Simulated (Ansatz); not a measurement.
Consider the formal exchange of groups at the Sn–O bond: `C[O][SnH2][S]C` + `CCCCl` → `C[S][SnH2][CH3]` + `COCCCl`.

Calculated with Ansatz (gas phase, PBE0-D4/def2-TZVP geometries, no zero-point term in ΔE). CBS: MP2 limit from def2 TZ/QZ plus the TZ coupled-cluster correction, frozen cores. Functionals use def2-TZVPP. def2 core potentials past Kr. For Sn outer-core shells are correlated without core-valence functions, which leaves a few kJ/mol of doubt a bond. One conformer a species, not always the lowest.

| species | PBE energy (Eh) |
| --- | --- |
| `C[O][SnH2][S]C` | -768.45367 |
| `CCCCl` | -578.43622 |
| `C[S][SnH2][CH3]` | -693.27133 |
| `COCCCl` | -653.59449 |

Problem. Work out ΔE.

Solution. ΔE = (-693.27133) + (-653.59449) − (-768.45367) − (-578.43622) = 0.02407 Eh = +0.65 eV. CCSD(T)/CBS gives +0.70 eV.

Largest T1 diagnostic among the species: 0.013.
